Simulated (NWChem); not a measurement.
The numbers come from NWChem runs, not from measurements. System: C2H7Si2, charge 0, spin multiplicity 2, displaced from the optimised geometry. The structure started from a generated list of species. Its SCF solution wasn't tested for a lower state.

The NWChem input:

```
start mol
memory heap 200 mb stack 900 mb global 1100 mb
geometry units angstroms nocenter noautoz
  C      0.158388    -0.133443    -1.399170
  Si    -0.683950    -1.223495     0.000000
  C      0.158388    -0.133443     1.399170
  Si     0.513804     1.178952     0.000000
  H      1.113492    -0.584699    -1.786189
  H     -0.476511     0.160450    -2.276096
  H     -2.202662    -1.004469     0.000000
  H     -0.476511     0.160450     2.276096
  H      1.113492    -0.584699     1.786189
  H     -0.509502     2.305328     0.000000
  H      1.919586     1.772562     0.000000
  symmetry group Cs
end
basis spherical
  * library def2-svp
end
dft
  xc becke88 perdew86
  odft
  mult 2
  semidirect memsize 60000000 filesize 0
  iterations 100
  convergence nodiis damp 40
end
task dft gradient
```

The output up to the point where the run's verdict is printed (cleaned and shortened):

```
             Northwest Computational Chemistry Package (NWChem) 7.3.0
             --------------------------------------------------------

                                NWChem Input Module
                                -------------------

 Scaling coordinates for geometry "geometry" by  1.889725989
 (inverse scale =  0.529177249)

 Turning off AUTOSYM since
 SYMMETRY directive was detected!

                             Geometry "geometry" -> ""
                             -------------------------

 Output coordinates in angstroms (scale by  1.889725989 to convert to a.u.)

  No.       Tag          Charge          X              Y              Z
 ---- ---------------- ---------- -------------- -------------- --------------
    1 C                    6.0000     0.15838800    -0.13344300    -1.39917000
    2 Si                  14.0000    -0.68395000    -1.22349500     0.00000000
    3 C                    6.0000     0.15838800    -0.13344300     1.39917000
    4 Si                  14.0000     0.51380400     1.17895200     0.00000000
    5 H                    1.0000     1.11349200    -0.58469900    -1.78618900
    6 H                    1.0000    -0.47651100     0.16045000    -2.27609600
    7 H                    1.0000    -2.20266200    -1.00446900     0.00000000
    8 H                    1.0000    -0.47651100     0.16045000     2.27609600
    9 H                    1.0000     1.11349200    -0.58469900     1.78618900
   10 H                    1.0000    -0.50950200     2.30532800     0.00000000
   11 H                    1.0000     1.91958600     1.77256200     0.00000000

 Effective nuclear repulsion energy (a.u.)     204.2796149152

            Nuclear Dipole moment (a.u.)
            ----------------------------
        X                 Y               Z
 ---------------- ---------------- ----------------
    -0.0000075589     0.0000094486     0.0000000000

      Symmetry information
      --------------------

 Group name             Cs
 Group number              2
 Group order               2
 No. of unique centers     8

      Symmetry unique atoms
[...]
 d= 0,ls=0.5         84   -500.8664991109 -5.51D+00  2.19D-01              66.4
                                                     2.13D-01
 Grid integrated density:      47.000088395441
 Requested integration accuracy:   0.10E-05
 d= 0,ls=0.5         85   -495.3602680185  5.51D+00  2.19D-01              67.1
                                                     2.13D-01
 Grid integrated density:      46.999943017251
 Requested integration accuracy:   0.10E-05
 d= 0,ls=0.5         86   -500.8664985346 -5.51D+00  2.19D-01              67.8
                                                     2.13D-01
 Grid integrated density:      47.000088395440
 Requested integration accuracy:   0.10E-05
 d= 0,ls=0.5         87   -495.3602694455  5.51D+00  2.19D-01              68.5
                                                     2.13D-01
 Grid integrated density:      46.999943017250
 Requested integration accuracy:   0.10E-05
 d= 0,ls=0.5         88   -500.8664981385 -5.51D+00  2.19D-01              69.3
                                                     2.13D-01
 Grid integrated density:      47.000088395440
 Requested integration accuracy:   0.10E-05
 d= 0,ls=0.5         89   -495.3602704261  5.51D+00  2.19D-01              70.0
                                                     2.13D-01
 Grid integrated density:      46.999943017250
 Requested integration accuracy:   0.10E-05
 d= 0,ls=0.5         90   -500.8664978663 -5.51D+00  2.19D-01              70.7
                                                     2.13D-01
 Grid integrated density:      47.000088395439
 Requested integration accuracy:   0.10E-05
 d= 0,ls=0.5         91   -495.3602710999  5.51D+00  2.19D-01              71.4
                                                     2.13D-01
 Grid integrated density:      46.999943017249
 Requested integration accuracy:   0.10E-05
 d= 0,ls=0.5         92   -500.8664976793 -5.51D+00  2.19D-01              72.2
                                                     2.13D-01
 Grid integrated density:      47.000088395439
 Requested integration accuracy:   0.10E-05
 d= 0,ls=0.5         93   -495.3602715629  5.51D+00  2.19D-01              72.9
                                                     2.13D-01
 Grid integrated density:      46.999943017249
 Requested integration accuracy:   0.10E-05
 d= 0,ls=0.5         94   -500.8664975508 -5.51D+00  2.19D-01              73.6
                                                     2.13D-01
 Grid integrated density:      47.000088395438
 Requested integration accuracy:   0.10E-05
 d= 0,ls=0.5         95   -495.3602718811  5.51D+00  2.19D-01              74.3
                                                     2.13D-01
 Grid integrated density:      46.999943017249
 Requested integration accuracy:   0.10E-05
 d= 0,ls=0.5         96   -500.8664974625 -5.51D+00  2.19D-01              75.1
                                                     2.13D-01
 Grid integrated density:      47.000088395438
 Requested integration accuracy:   0.10E-05
 d= 0,ls=0.5         97   -495.3602720997  5.51D+00  2.19D-01              75.8
                                                     2.13D-01
 Grid integrated density:      46.999943017249
 Requested integration accuracy:   0.10E-05
 d= 0,ls=0.5         98   -500.8664974018 -5.51D+00  2.19D-01              76.6
                                                     2.13D-01
 Grid integrated density:      47.000088395438
 Requested integration accuracy:   0.10E-05
 d= 0,ls=0.5         99   -495.3602722499  5.51D+00  2.19D-01              77.3
                                                     2.13D-01
 Grid integrated density:      46.999943017249
 Requested integration accuracy:   0.10E-05
 d= 0,ls=0.5        100   -500.8664973601 -5.51D+00  2.19D-01              78.0
                                                     2.13D-01
 Grid integrated density:      47.000088395438
 Requested integration accuracy:   0.10E-05
```

Convergence was not reached. The next line reads: Calculation failed to converge. NWChem stopped with the message: dft gradient failed.
